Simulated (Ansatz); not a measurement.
The pair A = HBr (SMILES Br) (first 2 atoms), B = H2Se (SMILES [SeH2]); geometry from B3LYP-D3(BJ)/def2-TZVP.
(charge 0, multiplicity 1):
```xyz
5

Br    -0.3306     0.1312    -0.5702
H     -0.3518     0.1466     0.8749
Se    -0.2333     0.1128     3.3892
H      0.3218    -1.2480     3.3319
H      1.1125     0.7021     3.3192
```

Cores are frozen in the correlated methods. Filled d and f shells under p-block atoms count as core.

Programs: Ansatz (a quantum-chemistry and plane-wave program) with Gaussian orbitals. 

Total energies (hartree), monomers frozen at their geometry in the pair:

```
structure              HF/aug-cc-pVDZ  B3LYP/def2-TZVPPD  MP2/aug-cc-pVDZ
---------------------  --------------  -----------------  ---------------
AB                      -4973.9483407      -4977.5852070    -4974.2245056
A in the pair's basis   -2572.9733789      -2574.7904713    -2573.1079653
B in the pair's basis   -2400.9750621      -2402.7911493    -2401.1123746
A                       -2572.9732611      -2574.7903452    -2573.1074199
B                       -2400.9745648      -2402.7910058    -2401.1109730
```

### Question
Work out the interaction energy without and with the counterpoise correction, and the superposition error, for each level.

### Answer

E(AB) − E(A) − E(B), times 627.509 kcal/mol, with the monomers in their own basis and then in the pair's basis:
- HF/aug-cc-pVDZ: -0.32 uncorrected, 0.06 corrected; the monomers gain 0.39 kcal/mol from borrowed functions
- B3LYP/def2-TZVPPD: -2.42 uncorrected, -2.25 corrected; the monomers gain 0.17 kcal/mol from borrowed functions
- MP2/aug-cc-pVDZ: -3.84 uncorrected, -2.61 corrected; the monomers gain 1.22 kcal/mol from borrowed functions
